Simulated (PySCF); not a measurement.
C₃H₇NO, triplet, geometry from GFN2-xTB (a higher spin typed on purpose: for a closed-shell molecule this is an excited state); SA2-CASSCF(4,5)/STO-3G (PySCF).

PySCF was given this input:
```python
from pyscf import gto, scf, mcscf
import numpy

mol = gto.M(
    atom='''
C     1.437448   -0.225323    0.400073
N     0.006154   -0.330600    0.240137
C    -0.500460   -1.661440    0.076543
C    -0.654983    0.699277   -0.494110
O    -0.605418    1.940523   -0.186744
H     1.682932    0.820164    0.578118
H     1.741413   -0.824272    1.260161
H     1.989596   -0.582230   -0.478947
H    -1.583622   -1.622215   -0.018832
H    -0.080716   -2.170282   -0.801770
H    -0.237339   -2.248661    0.958460
H    -0.404022    0.542430   -1.579227
''',
    basis='sto-3g',
    charge=0,
    spin=2,
    verbose=4,
)

mf = scf.ROHF(mol)
mf.kernel()
mc = mcscf.CASSCF(mf, 5, 4)
mc.fix_spin_(ss=2.0)
mc = mc.state_average_([0.5, 0.5])
mc.kernel()
```

Predict the main parts of the log of this PySCF run.


```
PySCF version 2.14.0

[INPUT] verbose = 4
[INPUT] num. atoms = 12
[INPUT] num. electrons = 40
[INPUT] charge = 0
[INPUT] spin (= nelec alpha-beta = 2S) = 2
[INPUT] symmetry False subgroup None
[INPUT] Mole.unit = angstrom
[INPUT] Symbol           X                Y                Z      unit          X                Y                Z       unit  Magmom
[...]
nuclear repulsion = 179.010447362592
number of shells = 22
number of NR pGTOs = 96
number of NR cGTOs = 32
basis = sto-3g
ecp = {}

******** <class 'pyscf.scf.rohf.ROHF'> ********
method = ROHF
initial guess = minao
damping factor = 0
level_shift factor = 0
DIIS = <class 'pyscf.scf.diis.CDIIS'>
diis_start_cycle = 1
diis_space = 8
diis_damp = 0
SCF conv_tol = 1e-09
SCF conv_tol_grad = None
SCF max_cycles = 50
direct_scf = True
direct_scf_tol = 1e-13
num. doubly occ = 19  num. singly occ = 2
Set gradient conv threshold to 3.16228e-05
init E= -244.58529490534
[...]
cycle= 1 E= -243.43728844109  delta_E= 1.15  |g|= 0.645  |ddm|= 3.07
[...]
cycle= 2 E= -243.326579267522  delta_E= 0.111  |g|= 1.02  |ddm|= 1.89
[...]
cycle= 3 E= -243.700562546244  delta_E= -0.374  |g|= 0.224  |ddm|= 1.05
[...]
cycle= 4 E= -243.742053521086  delta_E= -0.0415  |g|= 0.213  |ddm|= 0.548
[...]
cycle= 5 E= -243.765743232782  delta_E= -0.0237  |g|= 0.0834  |ddm|= 0.269
[...]
cycle= 6 E= -243.769977301104  delta_E= -0.00423  |g|= 0.0222  |ddm|= 0.146
[...]
cycle= 7 E= -243.77045430099  delta_E= -0.000477  |g|= 0.0211  |ddm|= 0.132
[...]
cycle= 8 E= -243.770963548137  delta_E= -0.000509  |g|= 0.00778  |ddm|= 0.0694
[...]
cycle= 9 E= -243.771042897888  delta_E= -7.93e-05  |g|= 0.00304  |ddm|= 0.0178
[...]
cycle= 10 E= -243.771077067279  delta_E= -3.42e-05  |g|= 0.00173  |ddm|= 0.0125
[...]
cycle= 11 E= -243.771096619135  delta_E= -1.96e-05  |g|= 0.00133  |ddm|= 0.0105
[...]
cycle= 12 E= -243.771112412332  delta_E= -1.58e-05  |g|= 0.000983  |ddm|= 0.0106
[...]
cycle= 13 E= -243.771125271094  delta_E= -1.29e-05  |g|= 0.000364  |ddm|= 0.0158
[...]
cycle= 14 E= -243.771126831501  delta_E= -1.56e-06  |g|= 0.000118  |ddm|= 0.00681
[...]
cycle= 15 E= -243.771126871158  delta_E= -3.97e-08  |g|= 4.66e-05  |ddm|= 0.000628
[...]
cycle= 16 E= -243.771126880075  delta_E= -8.92e-09  |g|= 1.71e-05  |ddm|= 0.000372
[...]
cycle= 17 E= -243.771126881022  delta_E= -9.46e-10  |g|= 8.04e-06  |ddm|= 8.09e-05
[...]
Extra cycle  E= -243.771126881132  delta_E= -1.11e-10  |g|= 4.32e-06  |ddm|= 2.03e-05
converged SCF energy = -243.771126881132

[...]
CASCI E = -243.633503266236  S^2 = 2.0000000
[...]
               |grad[o]|=0.00307  |ddm|=0.00157  |maxRot[o]|=0.238
macro iter   7 (  5 JK    1 micro), CASSCF E = -243.746651910156  dE = -1.17848128e-06  S^2 = 2.0000000
               |grad[o]|=8.55e-05  |ddm|=0.000131  |maxRot[o]|=0.0301
macro iter   8 (  6 JK    1 micro), CASSCF E = -243.746653669117  dE = -1.75896128e-06  S^2 = 2.0000000
               |grad[o]|=4.36e-05  |ddm|=0.00016  |maxRot[o]|=0.0452
macro iter   9 (  6 JK    1 micro), CASSCF E = -243.746656568753  dE = -2.89963572e-06  S^2 = 2.0000000
               |grad[o]|=6.11e-05  |ddm|=0.000183  |maxRot[o]|=0.0577
macro iter  10 (  6 JK    1 micro), CASSCF E = -243.746661732891  dE = -5.16413837e-06  S^2 = 2.0000000
               |grad[o]|=6.66e-05  |ddm|=0.000218  |maxRot[o]|=0.0739
macro iter  11 (  6 JK    1 micro), CASSCF E = -243.746670302355  dE = -8.56946400e-06  S^2 = 2.0000000
               |grad[o]|=0.000101  |ddm|=0.000224  |maxRot[o]|=0.0798
macro iter  12 (  6 JK    1 micro), CASSCF E = -243.746683845950  dE = -1.35435952e-05  S^2 = 2.0000000
               |grad[o]|=0.000157  |ddm|=0.000214  |maxRot[o]|=0.0798
macro iter  13 ( 21 JK    4 micro), CASSCF E = -243.746827305694  dE = -1.43459743e-04  S^2 = 2.0000000
               |grad[o]|=0.000241  |ddm|=0.000978  |maxRot[o]|=0.308
macro iter  14 ( 21 JK    4 micro), CASSCF E = -243.747017602567  dE = -1.90296873e-04  S^2 = 2.0000000
               |grad[o]|=0.00111  |ddm|=0.00221  |maxRot[o]|=0.308
macro iter  15 (  7 JK    2 micro), CASSCF E = -243.747027559834  dE = -9.95726720e-06  S^2 = 2.0000000
               |grad[o]|=0.000961  |ddm|=0.000616  |maxRot[o]|=0.0582
macro iter  16 (  3 JK    1 micro), CASSCF E = -243.747027918370  dE = -3.58535601e-07  S^2 = 2.0000000
               |grad[o]|=0.00011  |ddm|=8.49e-05  |maxRot[o]|=0.00864
macro iter  17 (  3 JK    1 micro), CASSCF E = -243.747027997390  dE = -7.90202535e-08  S^2 = 2.0000000
               |grad[o]|=5.38e-05  |ddm|=2.25e-05  |maxRot[o]|=0.0041
1-step CASSCF converged in  17 macro (214 JK  42 micro) steps
CASSCF canonicalization
Density matrix diagonal elements [1.49504197e+00 1.49726564e+00 1.00471850e+00 1.75655890e-03
 1.21733398e-03]
CASSCF energy = -243.747027997390
CASCI E = -243.747027997390  E(CI) = -5.04522730085063  S^2 = 2.0000000
CASCI state-averaged energy = -243.74702799739
CASCI energy for each state
  State 0 weight 0.5  E = -243.772730888379 S^2 = 2.0000000
  State 1 weight 0.5  E = -243.721325106402 S^2 = 2.0000000
```
